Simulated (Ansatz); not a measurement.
One change: `C[O][V](=[NH])([O]C)[O]C` becomes `C[O][Ta](=[NH])([O]C)[O]C`.

Ansatz, PBE0-D4/def2-TZVP geometries, multiplicity 1. Each molecule was computed in one conformer, which needn't be the lowest.

Elements past krypton have def2 core potentials. Scalar relativity is left out up to krypton.

```json
{"property": "HOMO energy (PBE/def2-TZVPP) / eV", "`C[O][V](=[NH])([O]C)[O]C`": "-6.14"}
{"property": "HOMO energy (B3LYP/def2-TZVPP) / eV", "`C[O][V](=[NH])([O]C)[O]C`": "-7.39"}
{"property": "HOMO–LUMO gap (B3LYP/def2-TZVPP) / eV", "`C[O][V](=[NH])([O]C)[O]C`": "5.73"}
{"property": "LUMO energy (B3LYP/def2-TZVPP) / eV", "`C[O][V](=[NH])([O]C)[O]C`": "-1.66"}
{"property": "HOMO–LUMO gap (PBE0/def2-TZVPP) / eV", "`C[O][V](=[NH])([O]C)[O]C`": "6.22"}
{"property": "HOMO energy (PBE0/def2-TZVPP) / eV", "`C[O][V](=[NH])([O]C)[O]C`": "-7.62"}
```

(1) Give the same properties after the change, and the shifts. (Estimate.)

Results:

(1) The calculation gave: 
| property | `C[O][Ta](=[NH])([O]C)[O]C` | shift |
| --- | --- | --- |
| HOMO energy (PBE/def2-TZVPP) / eV | -6.05 | 0.09 |
| HOMO energy (B3LYP/def2-TZVPP) / eV | -7.12 | 0.27 |
| HOMO–LUMO gap (B3LYP/def2-TZVPP) / eV | 7.17 | 1.44 |
| LUMO energy (B3LYP/def2-TZVPP) / eV | 0.05 | 1.71 |
| HOMO–LUMO gap (PBE0/def2-TZVPP) / eV | 7.71 | 1.49 |
| HOMO energy (PBE0/def2-TZVPP) / eV | -7.39 | 0.23 |

With PBE0 the HOMO rises by 0.23 eV and the LUMO rises by 1.72 eV, so the gap widens by about 1.49 eV. PBE moves the HOMO by 0.09 eV and ωB97M-V by 0.21 eV.

B3LYP here is the variant with VWN-RPA as its local correlation; programs differ in this.
